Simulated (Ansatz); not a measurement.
Cost and result for the atomization energy of C₄H₉Cl₃Ge (`CC(C)[CH2][Ge]([Cl])([Cl])[Cl]`) (17 atoms, 16 bonds).

```xyz
17

C     0.342    1.929   -0.736
C    -0.024    0.717    0.111
C    -1.520    0.447    0.058
C     0.795   -0.487   -0.348
Ge    0.591   -2.095    0.722
Cl    2.323   -3.338    0.537
Cl   -1.085   -3.295    0.148
Cl    0.356   -1.640    2.801
H    -0.203    2.815   -0.401
H     0.089    1.759   -1.787
H     1.411    2.150   -0.680
H     0.248    0.934    1.150
H    -1.832    0.176   -0.955
H    -1.817   -0.365    0.726
H    -2.081    1.336    0.355
H     0.537   -0.775   -1.372
H     1.867   -0.270   -0.329
```

Charge 0, multiplicity 1. Correlated methods include outer-core shells of Ge, which these sets cover unevenly. Scalar relativity is left out up to krypton. The geometry is a stationary point of PBE0-D4/def2-TZVP. It is one conformer, not always the lowest. Program: Ansatz. All runs use 5 threads of an AMD EPYC 7R13 on a shared host and a share of an NVIDIA H100 80 GB. Times are those of one run each, without the atoms' runs, and a repeat can differ threefold. Electronic energies, without spin–orbit coupling; frozen cores. CCSD(T)/CBS adds CCSD(T) − MP2 in def2-TZVPP to the MP2 limit, and its time is that of the two runs behind it. T1 = 0.009. With those shells the extrapolation isn't a true limit. B3LYP takes the VWN-RPA correlation (the form of Gaussian; ORCA's B3LYP/G).

CCSD(T)/CBS is a level of theory with its own doubt, some kJ/mol a heavy atom from the limit and from the frozen cores, so smaller differences don't rank the functionals.

| level | functions | wall time | atomization (kJ/mol) | difference from CCSD(T)/CBS | per bond |
| --- | --- | --- | --- | --- | --- |
| PBE-QIDH/def2-TZVPP | 424 | 9.5 s | 6368.5 | 11.0 | 0.7 |
| CCSD(T)/def2-SVP | 187 | 10 s | 6049.6 | -307.9 | -19.2 |
| MP2/def2-QZVPP | 797 | 12 s | 6409.1 | 51.6 | 3.2 |
| CAM-B3LYP-D4/def2-TZVPP | 424 | 13 s | 6340.5 | -17.0 | -1.1 |
| revPBE-D4/def2-TZVPP | 424 | 13 s | 6321.3 | -36.2 | -2.3 |
| B2PLYP/def2-TZVPP | 424 | 13 s | 6259.9 | -97.6 | -6.1 |
| B3LYP-D4/def2-TZVPP (with forces) | 424 | 14 s | 6316.1 | -41.4 | -2.6 |
| r2SCANh-D4/def2-TZVPP | 424 | 14 s | 6358.2 | 0.7 | 0.0 |
| ωB97X-V/def2-TZVPP | 424 | 15 s | 6372.7 | 15.2 | 1.0 |
| PBE-D4/def2-TZVPP (with forces) | 424 | 15 s | 6463.4 | 105.9 | 6.6 |
| B97M-V/def2-TZVPP | 424 | 15 s | 6398.4 | 40.9 | 2.6 |
| CCSD(T)/def2-TZVPP | 424 | 26 s | 6220.0 | -137.5 | -8.6 |
| CCSD(T)/CBS(def2) | – | 38 s | 6357.5 | 0.0 | 0.0 |

Leaving LDA and LC-ωPBE aside and taking each functional with its dispersion term where it has one, the values, not all of them listed here, spread over 272.0 kJ/mol, from BHLYP-D4 to PBE-D4. LDA lies +819.1 kJ/mol from PBE without D4, its usual overbinding. In def2-TZVPP, CCSD(T) changes the Hartree–Fock value by +1455.2 kJ/mol (the triples alone add +95.3 kJ/mol) and MP2 by +1565.1 kJ/mol; breaking electron pairs costs correlation energy, which Hartree–Fock lacks. From BLYP to BHLYP (50 % exact exchange), in def2-TZVPP and without D4, the atomization energy moves by −36.5 kJ/mol: exact exchange takes away binding that semilocal exchange gives to molecules.

For some Ge, Se and Sn compounds the MP2-based and the directly extrapolated limit differ by 10 to 25 kJ/mol.
